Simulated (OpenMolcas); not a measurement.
## N³⁺: effect of the active space

```
Program             : OpenMolcas 26.06
Method              : CASSCF
Basis               : ANO-RCC-VTZP
Scalar Hamiltonian  : DKH3, point nucleus
Spin-orbit coupling : state interaction with AMFI integrals over the reference wave functions, term energies averaged over their components
```

A. 2 electrons in 4 orbitals (2s 2p); 2S+1 = 3 even, 3 roots; 2S+1 = 1 even, 7 roots; 2S+1 = 3 odd, 3 roots; 2S+1 = 1 odd, 3 roots; cost about 6 core-seconds
B. 2 electrons in 8 orbitals (2s 2p 3s 3p); 2S+1 = 3 even, 3 roots; 2S+1 = 1 even, 6 roots; 2S+1 = 3 odd, 3 roots; 2S+1 = 1 odd, 3 roots; cost roughly 17 core-seconds

Energies in cm⁻¹ above 2s² ¹S₀, the measured ground level; measured values from Moore, Selected Tables of Atomic Spectra, NSRDS-NBS 3, section 4.

```csv
Level,A,B,Measured
2s² ¹S₀,0.0,0.0,0.0
2s 2p ³P°₀,68013,68108,67209
2s 2p ³P°₁,68083,68178,67272
2s 2p ³P°₂,68223,68319,67416
2s 2p ¹P°₁,142235,141398,130694
2p² ³P₀,177652,177437,175535
2p² ³P₁,177721,177506,175608
2p² ³P₂,177858,177643,175733
```

Deviations, from unrounded energies. A percentage is the sum of absolute deviations over the sum of measured energies, with the sign that they share, or ± where signs differ.

```
           Against measurement  Levels     A     B
mean absolute deviation (cm-1)       7  2900  2700
      other configurations (%)       7  +2.4  +2.2
```

B lies closest to measurement on these levels. The largest miss of B in the table is 2s 2p ¹P°₁, by +11000 cm-1. The ranking rests on the paired levels alone, and a cruder setting can come out closer through cancelling errors.

Between A and B the level of the table that moves most is 2s 2p ¹P°₁, by 840 cm-1 (lowest in B, highest in A).

Active for correlation alone: 3p 3s; no level in the range computed is led by a configuration that fills them, so any true level of that kind is missing (holds for B). Measured partners are found by configuration, term and J. A level has none where our copy of the source lacks it or the pairing is in doubt (some pairs that miss far off the trend of their configuration count as doubtful), and it then counts in no deviation. Levels of configurations outside the active space are missing. Levels that lie high or do not pair safely by name in every column are left out.

° marks odd parity.
